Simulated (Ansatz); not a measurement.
CH3ClFOV (`[CH3][V](=[O])([F])[Cl]`), relaxed with RKS PBE0-D4/def2-TZVP in the Gaussian-basis code of Ansatz from a PBE-D4/def2-SVP geometry. The force threshold is 0.005 eV/Å; the program also tests the step.

Total charge 0; spin multiplicity 1.

Start:

```xyz
8

C    -0.192    0.435    0.955
V     0.081   -0.350   -0.868
O    -1.043   -1.433   -0.970
F    -0.169    0.893   -2.033
Cl    2.038   -1.265   -0.881
H    -1.210    0.873    0.995
H    -0.094   -0.367    1.713
H     0.588    1.214    1.089
```

**Question.** How much energy does the relaxation release, and in how many steps? (An estimate is asked.)

**Answer.** The calculation gave: 0.72 kcal/mol, in 5 steps.

**Question.** Which bonds change most? (Estimate.)

**Answer.** The calculation gave: C1–H7 from 1.109 to 1.091 Å; C1–H8 from 1.110 to 1.093 Å; V2–O3 from 1.564 to 1.547 Å; C1–H6 from 1.110 to 1.093 Å.

**Question.** Give the relaxed structure. (Estimate.)

**Answer.** The calculation gave: 
```xyz
8

C    -0.186    0.429    0.943
V     0.079   -0.355   -0.866
O    -1.034   -1.426   -0.942
F    -0.177    0.912   -2.005
Cl    2.024   -1.254   -0.862
H    -1.189    0.863    0.966
H    -0.098   -0.362    1.689
H     0.582    1.194    1.076
```
